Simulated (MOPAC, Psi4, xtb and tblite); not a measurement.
Conformational energy of CH6O2SSi2, SMILES O=C(O)[SiH2][SiH2]S, singlet. Scanned: dihedral O1–C2–Si4–Si5; all other coordinates were relaxed at B3LYP-D3(BJ)/def2-SVP. Points at φ and −φ are mirror images. Heavy atoms are numbered in the order of the SMILES O=C(O)[SiH2][SiH2]S, hydrogens after them in the order of the atoms that carry them; the mirror image has the same energies with the sign of each dihedral reversed.

- PM6, restricted, heats of formation // B3LYP-D3(BJ)/def2-SVP (MOPAC)
- GFN2-xTB, on its own relaxed geometries (the stored frames are those of B3LYP-D3(BJ)/def2-SVP) (xtb and tblite)
- B3LYP/def2-TZVP // B3LYP-D3(BJ)/def2-SVP (Psi4)

Energies in kJ/mol, each method relative to its own lowest point.

| φ / ° | PM6 | GFN2-xTB | B3LYP/def2-TZVP |
|---|---|---|---|
| -150 | 0.3 | 2.1 | 1.1 |
| -120 | 2.2 | 2.3 | 0.5 |
| -90 | 4.7 | 2.4 | 0.0 |
| -60 | 4.4 | 1.9 | 0.2 |
| -30 | 2.9 | 0.8 | 0.7 |
| 0 | 2.0 | 0.0 | 0.9 |
| 30 | 2.9 | 0.8 | 0.7 |
| 60 | 4.4 | 1.9 | 0.2 |
| 90 | 4.7 | 2.4 | 0.0 |
| 120 | 2.2 | 2.3 | 0.5 |
| 150 | 0.3 | 2.1 | 1.1 |
| 180 | 0.0 | 2.2 | 1.3 |
